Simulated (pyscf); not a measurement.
**H₂N–SiH₂–O–SiH₃ (SMILES N[SiH2]O[SiH3]), singlet**

Gas-phase minimum from PySCF at ωB97X-D3(BJ)/def2-SVP, one conformer. 

```
O
Si 1 1.6595
Si 1 1.6705 2 131.86
N 3 1.7211 1 112.72 2 -0.98
H 4 1.0131 3 123.01 1 82.39
H 4 1.0131 5 112.28 3 165.68
H 3 1.4859 1 107.52 2 -120.46
H 3 1.4861 7 112.26 1 118.16
H 2 1.4874 1 108.35 3 -179.34
H 2 1.4934 9 109.03 1 120.98
H 2 1.4936 9 109.02 10 118.05
```

Properties at ωB97X-D3(BJ)/def2-SVP:

```yaml
harmonic_wavenumbers_unscaled: 35, 82, 106, 238, 267, 344, 553, 643, 736, 758, 807, 866, 893, 937, 962, 971, 976, 1031, 1073, 1549, 2241, 2249, 2280, 2283, 2289, 3637, 3736 cm⁻¹
zero_point_energy: 46.5 kcal/mol
rotational_symmetry_number: 1
Entropy of this conformer at 298 K and 1 atm, rigid rotor and harmonic oscillator, modes under 100 cm⁻¹ raised to 100: 348.3 J/(mol K)
dipole_moment: 1.93 D
```

Single-point totals, which compare only within one level (frozen core for MP2 and CC):

| level | total energy (hartree) |
|---|---|
| ωB97X-D3(BJ)/def2-TZVP | -713.45077 |
| PBE/def2-TZVP | -712.89459 |
| r²SCAN/def2-TZVP | -713.23714 |
| B3LYP-D3(BJ)/def2-TZVP | -713.42650 |
| PBE0-D3(BJ)/def2-TZVP | -712.97027 |
| M06-2X/def2-TZVP | -713.26460 |
| ωB97M-D3(BJ)/def2-TZVP | -713.47606 |
| HF/def2-TZVPP | -711.46348 |
| MP2/def2-TZVPP | -712.16701 |
| CCSD/def2-TZVPP | -712.21112 |
| CCSD(T)/def2-TZVPP | -712.23677 |

The lowest mode is so soft that the shape along it may change with the basis. Soft torsions are taken as harmonic, which can shift the entropy by several J/(mol K). The CCSD(T) − MP2 part came from Ansatz, without density fitting, on the same reference.
